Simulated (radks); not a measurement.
The numbers below are computed, except where a source is named.
Question: Coherent X-ray form factor from a spherical all-electron density. Code: a radial shooting solver on a logarithmic mesh with Libxc functionals. Model: scalar-relativistic Kohn-Sham, PBEsol, spin-polarised, spherical densities, finite nucleus; Fermi nuclear charge, rms radius of each element as measured or else 0.836 A^(1/3) + 0.57 fm.

sin(theta)/lambda (1/angstrom)  f0 (electrons)
0.05                                    23.545
0.1                                     22.347
0.15                                    20.756
0.2                                     19.054
0.25                                    17.384
0.3                                     15.808
0.4                                     13.036
0.5                                     10.859
0.6                                      9.268
0.8                                      7.377
1                                        6.352
1.25                                     5.385
1.5                                      4.476
2                                        2.957

The species is in the configuration that NIST lists as its ground one. Which atom or ion scatters so?

Answer: The manganese ion Mn+, [Ar] 3d5 4s1. Extrapolating in s^2 from the first two rows gives f0(0) = 23.9, near the electron count 24; among species with that count, the fall with angle is slower the higher Z, and the table is that of Z = 25; from so few rows the species is fixed only to a neighbour or two.
